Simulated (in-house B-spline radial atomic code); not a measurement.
## PBE hybrid excitations of Cd2+

Method: PBE hybrid with 0.6 exact exchange. Computed with an all-electron radial atomic-structure program (B-spline basis): linear response of the closed shell [Kr] 4d10 with the functional's adiabatic kernel; scalar-relativistic (spin-free one-electron X2C), finite nucleus, no spin-orbit coupling, no double excitations, S, P, D and F terms only; shells from n = 2 respond. Only terms of natural parity with L up to 3 were computed.

Command:
```bash
python run_td.py task.json out
```
Settings (radii: box in bohr, nucleus in fm):
```
Z                        48
electrons                46
configuration            [Kr] 4d10
hamiltonian              x2c
method                   pbeh
box_radius               29.48
exact_exchange_fraction  0.6
rms_radius               4.6087
intervals                73
```

Time taken, with all properties: 5.6 s on 1 thread of Arm Neoverse N1 (shared host).

The lowest states, in the order of their Tamm-Dancoff energies; the method's threshold (minus the highest occupied level) is 35.72 eV. Labels give the largest channel, * marks a mixed state, and oscillator strengths are full-response dipole values. Semilocal kernels can invert the small singlet-triplet splittings of Rydberg terms. Energies in eV:

```json
{"state": "4d → 5s 3D", "full response": "10.436", "Tamm-Dancoff": "10.469", "oscillator strength": "-"}
{"state": "4d → 5s 1D", "full response": "11.166", "Tamm-Dancoff": "11.182", "oscillator strength": "-"}
{"state": "4d → 5p 3P", "full response": "17.123", "Tamm-Dancoff": "17.159", "oscillator strength": "-"}
{"state": "4d → 5p 3F", "full response": "17.461", "Tamm-Dancoff": "17.487", "oscillator strength": "-"}
{"state": "4d → 5p 1F", "full response": "17.790", "Tamm-Dancoff": "17.794", "oscillator strength": "-"}
{"state": "4d → 5p 1P", "full response": "18.403", "Tamm-Dancoff": "18.476", "oscillator strength": "0.756"}
{"state": "4d → 5d 3S", "full response": "25.159", "Tamm-Dancoff": "25.185", "oscillator strength": "-"}
{"state": "4d → 6s 3D", "full response": "25.416", "Tamm-Dancoff": "25.420", "oscillator strength": "-"}
{"state": "4d → 6s 1D", "full response": "?", "Tamm-Dancoff": "?", "oscillator strength": "-"}
{"state": "4d → 5d 3D", "full response": "25.693", "Tamm-Dancoff": "25.702", "oscillator strength": "-"}
{"state": "4d → 5d 1D", "full response": "25.899", "Tamm-Dancoff": "25.906", "oscillator strength": "-"}
{"state": "4d → 5d 1S", "full response": "26.954", "Tamm-Dancoff": "27.103", "oscillator strength": "-"}
{"state": "4d → 6p 3P", "full response": "27.395", "Tamm-Dancoff": "27.403", "oscillator strength": "-"}
{"state": "4d → 6p 3F", "full response": "27.485", "Tamm-Dancoff": "27.490", "oscillator strength": "-"}
{"state": "4d → 6p 1F", "full response": "?", "Tamm-Dancoff": "?", "oscillator strength": "-"}
{"state": "4d → 6p 1P", "full response": "27.655", "Tamm-Dancoff": "27.669", "oscillator strength": "0.0533"}
```

**Question.** Where does 4d → 6s 1D lie?

**Answer.** At 25.532 eV in full response, 25.535 eV in Tamm-Dancoff.

**Question.** Where does 4d → 6p 1F lie?

**Answer.** At 27.563 eV in full response, 27.564 eV in Tamm-Dancoff.

**Question.** How large is the singlet-triplet splitting of 4d → 5s (D terms) in Tamm-Dancoff?

**Answer.** 0.713 eV, from the unrounded values.

**Question.** What polarisabilities and dispersion coefficient does the method give?

**Answer.** Dipole 5.109 bohr³, quadrupole 18.69 bohr⁵, C6 25.82 hartree·bohr⁶ for two such species.
